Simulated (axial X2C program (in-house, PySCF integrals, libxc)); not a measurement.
## Potential curves of SnSe⁻, two-component

Computed with an in-house all-electron X2C program for linear molecules (integrals from PySCF). Two-component (2c) means X2C with spin–orbit coupling and atomic mean-field two-electron Coulomb and Gaunt terms. Basis: Sn dyall-acv3z [12s13p10d5f1g], Se dyall-acv3z [9s10p7d5f1g] (cores contracted in-house); Gaussian nuclei, density fitting, unrestricted open shells. Masses: Sn 119.902 u, Se 79.917 u.

State: Ω = 1/2 (⟨Sz⟩ = -0.50, ⟨Lz⟩ = 1.00 at PW91). Energies in eV from the lowest point of each curve. Fits are polynomials in 1 − R0/R over 0.85 to 1.23 times the lowest point R0.

| R (Å) | PW91 | PBE0 |
| --- | --- | --- |
| 2.1219 | 1.1119 | 1.0059 |
| 2.2195 | 0.4891 | 0.4121 |
| 2.2927 | 0.2139 | 0.1612 |
| 2.3658 | 0.0607 | 0.0338 |
| 2.4390 | 0.0000 | 0.0000 |
| 2.5244 | 0.0162 | 0.0484 |
| 2.6097 | 0.0999 | 0.1646 |
| 2.7195 | 0.2738 | 0.3799 |
| 2.8536 | 0.5452 | 0.6990 |
| 3.0488 | 0.9827 | 1.1876 |

Occupations by symmetry block were frozen at the best pattern of an incomplete PBE0 search. Density functionals use the spin component along the axis (collinear). The functionals have no current-density term, which raises determinants with orbital currents, atoms included. The highest occupied level of some functionals is positive through self-interaction error; at Hartree–Fock it is bound.

Q: What are Re and ωe at the PW91 level?

A: At PW91, 2c: Re = 2.464 Å, ωe ≈ 258 cm⁻¹; Be follows as 0.0579 cm⁻¹.

Q: What are Re and ωe at the PBE0 level?

A: At PBE0, 2c: Re = 2.434 Å, ωe ≈ 275 cm⁻¹; Be follows as 0.0593 cm⁻¹.
